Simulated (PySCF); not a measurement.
Two species compared at the same levels of theory.

First species: C4H10GeSSi2.
SMILES: `[SiH3][Si@@H]([GeH3])C1=CC=CS1`

Second species: GeCl2.
InChI=1S/Cl2Ge/c1-3-2

Levels: B3LYP/def2-SVPD for dipole moment, HOMO energy, LUMO energy, HOMO–LUMO gap, static isotropic polarisability and electronic spatial extent ⟨r²⟩ about the centre of nuclear charge; TDDFT B3LYP/def2-SVPD for lowest singlet excitation; TDA B3LYP/def2-SVPD for lowest triplet excitation (Tamm–Dancoff); PBE0-D3(BJ)/def2-SVP for rotational constant A and rotational constant C. Geometries: PBE0-D3(BJ)/def2-SVP. Each species is one conformer at its optimised geometry, gas phase, non-relativistic unless stated. Electronic properties by PySCF.

Dipoles, sizes and rotational constants follow the conformer. The torsions of the flexible species, by atom-mapped SMILES:
- `[SiH3:1][Si@@H:2]([GeH3:3])[c:4]1[cH:5][cH:6][cH:7][s:8]1`: Si1–Si2–C4–C5 -115°

Values for the first species:

| Property | Result |
| --- | --- |
| Dipole moment | 1.03 D |
| HOMO energy | -6.73 eV |
| LUMO energy | -1.15 eV |
| HOMO–LUMO gap | 5.58 eV |
| Lowest singlet excitation | 5.17 eV |
| Lowest triplet excitation (Tamm–Dancoff) | 3.61 eV |
| Static isotropic polarisability | 159.8 au |
| Electronic spatial extent ⟨r²⟩ about the centre of nuclear charge | 2789 bohr² |
| Rotational constant A | 1.169 GHz |
| Rotational constant C | 0.376 GHz |

(1) Estimate the same properties for the second species, and the change in each.

## Answers

(1) 
```
                                                         property       first     second  second less first
                                                    dipole moment      1.03 D     2.15 D            +1.12 D
                                                      HOMO energy    -6.73 eV   -8.09 eV           -1.36 eV
                                                      LUMO energy    -1.15 eV   -3.41 eV           -2.26 eV
                                                    HOMO–LUMO gap     5.58 eV    4.68 eV           -0.90 eV
                                        lowest singlet excitation     5.17 eV    3.86 eV           -1.31 eV
                         lowest triplet excitation (Tamm–Dancoff)     3.61 eV    2.85 eV           -0.76 eV
                                  static isotropic polarisability    159.8 au    61.2 au           -98.6 au
electronic spatial extent ⟨r²⟩ about the centre of nuclear charge  2789 bohr²  554 bohr²        -2235 bohr²
                                            rotational constant A   1.169 GHz  7.018 GHz         +5.849 GHz
                                            rotational constant C   0.376 GHz  1.891 GHz         +1.515 GHz
```

On the first: The polarisability is 23.68 Å³ as a volume (1 au = 0.148185 Å³), or 1.45 au for each of the 110 electrons. The principal polarisabilities are 121.4, 169.6 and 188.3 au; their mean is the isotropic value. Relativistic effects, spin–orbit coupling among them, are left out although an element past zinc is present.

On the second: The principal polarisabilities are 45.2, 61.2 and 77.2 au; their mean is the isotropic value. The vertical singlet–triplet gap S1 − T1 is 1.01 eV (TDDFT singlet less Tamm–Dancoff triplet; S1: HOMO→LUMO, weight 0.98; T1: HOMO→LUMO, weight 0.98). The calculation is non-relativistic and has no spin–orbit coupling, an omission that weighs most on germanium.
